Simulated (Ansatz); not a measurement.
Ansatz results at the PBE0-D4/def2-TZVP geometry: HOMO energy (PBE/def2-TZVPP) -6.88 eV; HOMO energy (PBE0/def2-TZVPP) -7.99 eV; HOMO–LUMO gap (PBE/def2-TZVPP) 5.36 eV.

Each molecule was computed in one conformer, which needn't be the lowest.

(1) Which molecule gave them?
A. `[BH2][Al]([Cl])[CH2]OC`
B. `FC1NBO1`
C. `Cl[SiH2][SiH2][GeH3]`
D. `[SiH3]CC=S`

Results:

(1) C. The others give `[BH2][Al]([Cl])[CH2]OC`: -5.35, -6.67, 1.78; `FC1NBO1`: -6.82, -8.33, 6.08; `[SiH3]CC=S`: -5.22, -6.44, 2.19.
